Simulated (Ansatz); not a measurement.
Two members of one family (Cdn), computed with Ansatz in the gas phase; def2 core potentials for Cd, no spin–orbit coupling. HOMO and LUMO are taken over both spins. The structures are stationary points that may keep the symmetry of their start.

First: Cd6⁺ (doublet, charge 1, PBE/def2-SVP geometry).

| atom | x (Å) | y (Å) | z (Å) |
| --- | --- | --- | --- |
| Cd1 | 1.1178 | -0.3399 | 1.1279 |
| Cd2 | -0.8533 | 3.3665 | -0.4681 |
| Cd3 | 0.8161 | -3.3727 | 0.5097 |
| Cd4 | -1.1361 | 0.3403 | -1.1216 |
| Cd5 | -1.3560 | -2.7033 | -1.7249 |
| Cd6 | 1.4114 | 2.7091 | 1.6768 |

```json
{"level": "PBE/def2-SVP", "HOMO (eV)": "-7.53", "LUMO (eV)": "-7.30", "gap (eV)": "0.22"}
{"level": "PBE/def2-TZVP", "HOMO (eV)": "-7.54", "LUMO (eV)": "-7.32", "gap (eV)": "0.23"}
{"level": "r2SCAN/def2-TZVP", "HOMO (eV)": "-7.69", "LUMO (eV)": "-7.18", "gap (eV)": "0.51"}
{"level": "B3LYP/def2-TZVP", "HOMO (eV)": "-7.97", "LUMO (eV)": "-6.99", "gap (eV)": "0.98"}
{"level": "PBE0/def2-SVP", "HOMO (eV)": "-7.90", "LUMO (eV)": "-6.65", "gap (eV)": "1.26"}
```

Second: Cd7⁺ (doublet, charge 1, PBE/def2-SVP geometry).

```xyz
7

Cd    0.378   -3.236    2.273
Cd    0.906    0.767    0.099
Cd    2.474   -0.847    2.236
Cd   -1.089    3.117   -0.177
Cd   -2.101    0.575   -1.718
Cd   -1.272   -1.648    0.236
Cd    0.705    1.272   -2.948
```

Question: What does the change do? Estimate second minus first.

Answer: 
```tsv
level	Δ HOMO (eV)	Δ LUMO (eV)	Δ gap (eV)
PBE/def2-SVP	0.10	0.09	-0.01
PBE/def2-TZVP	0.10	0.09	-0.01
r2SCAN/def2-TZVP	0.11	0.09	-0.03
B3LYP/def2-TZVP	0.12	0.10	-0.03
PBE0/def2-SVP	0.11	0.09	-0.03
```
